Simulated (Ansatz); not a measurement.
Stepwise reaction of `[OH][GeH]([OH])[OH]` with hydrogen fluoride, as a gas-phase model of exchange steps in deposition or etching. ΔE in kJ/mol; ΔG adds harmonic PBE0-D4 terms to CCSD(T)/CBS, at 1 bar.

Program: Ansatz. Geometries: PBE0-D4/def2-TZVP. ΔE: electronic, gas phase. CCSD(T)/CBS is the MP2 limit (def2-TZVPP, def2-QZVPP) plus CCSD(T) − MP2 in def2-TZVPP, frozen cores. This one scheme is used for every species. Functionals use def2-TZVPP. B3LYP here is the variant with VWN-RPA as its local correlation; programs differ in this. For Ge outer-core shells are correlated without core-valence functions, which leaves a few kJ/mol of doubt a bond. Scalar relativity is left out up to krypton. One conformer a species, not always the lowest.

```csv
step,reaction,PBE-D4,B3LYP-D4,ωB97M-V,CCSD(T)/CBS,ΔG(400 K)
2,`[OH][GeH]([OH])[F]` + H–F → `[OH][GeH]([F])[F]` + H₂O,-27.8,-29.5,-29.1,-24.8,-25.3
3,`[OH][GeH]([F])[F]` + H–F → `[F][GeH]([F])[F]` + H₂O,-19.5,-20.5,-20.4,-16.5,-13.4
```

(1) Give the row of step 1, `[OH][GeH]([OH])[OH]` + H–F → `[OH][GeH]([OH])[F]` + H₂O. (Estimate.)

(2) By hand: ΔE of the 3 steps together at CCSD(T)/CBS.

Results:

(1) The calculation gave: 
```json
{"step": "1", "reaction": "`[OH][GeH]([OH])[OH]` + H–F → `[OH][GeH]([OH])[F]` + H₂O", "PBE-D4": "-33.6", "B3LYP-D4": "-35.2", "ωB97M-V": "-34.7", "CCSD(T)/CBS": "-30.0", "ΔG(400 K)": "-29.5"}
```

(2) (-30.0) + (-24.8) + (-16.5) = -71.3 kJ/mol, or -23.8 kJ/mol a step.

In ΔE each step is higher than the one before. All are downhill at CCSD(T)/CBS. ΔG lies between -29.5 and -13.4 kJ/mol a step. PBE-D4 differs from CCSD(T)/CBS by -3.6 to -3.0 kJ/mol a step. Isolated molecules leave out the surface, adducts and barriers. Largest T1 diagnostic: 0.012.
